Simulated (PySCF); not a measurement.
**Gas-phase XPS of `[Cl][Al]([Cl])[Cl]`, computed**

AlCl₃.
Cartesian coordinates in Å at the PBE0-D3(BJ)/def2-SVP level; atoms count from 1:
```xyz
4
AlCl3 angstrom
Al    -0.0025   -0.0007   -0.0003
Cl     2.0758   -0.0329    0.0156
Cl    -1.0059    1.8204   -0.0240
Cl    -1.0674   -1.7869    0.0087
```

Computed with delta-SCF UKS SCAN, pcX-2 on the ionised atom, pcseg-1 elsewhere, spin-free X2C (PySCF). Each binding energy is the total energy of the core-ionised species, with the hole localised on one atom, minus that of the ground state; both are solved self-consistently, so orbital relaxation is included.

Problem. Give the core binding energies atom by atom.

Solution. 
| atom(s) | environment | level | binding energy (eV) | 2p1/2 (eV) | count |
| --- | --- | --- | --- | --- | --- |
| Cl2/Cl3/Cl4 | chlorine bonded to Al | Cl 2p3/2 | 206.54 | 208.20 | 3 |
| Al1 | aluminium bonded to 3 Cl | Al 1s | 1569.73 | – | 1 |
| Cl2/Cl3/Cl4 | chlorine bonded to Al | Cl 1s | 2829.15 | – | 3 |

Problem. Express the binding energy of Cl 2p3/2 of Cl2/Cl3/Cl4 in atomic units and per mole.

Solution. 206.54 eV = 7.5902 Eh = 19928 kJ/mol.

Atoms equivalent by their bonding share one computed value, that of the first of them. Spin–orbit coupling isn't in the SCF: each 2p doublet comes from a relaxed spin-free hole plus a matrix of the shell (mean-field spin–orbit coupling and the ground-state 2p splitting), with 2p3/2 averaged over its two sublevels. 2p1/2 minus 2p3/2 (ligand field included): Cl 1.65 eV. Geometry: PBE0-D3(BJ)/def2-SVP; no solvent, vibrations or thermal averaging.
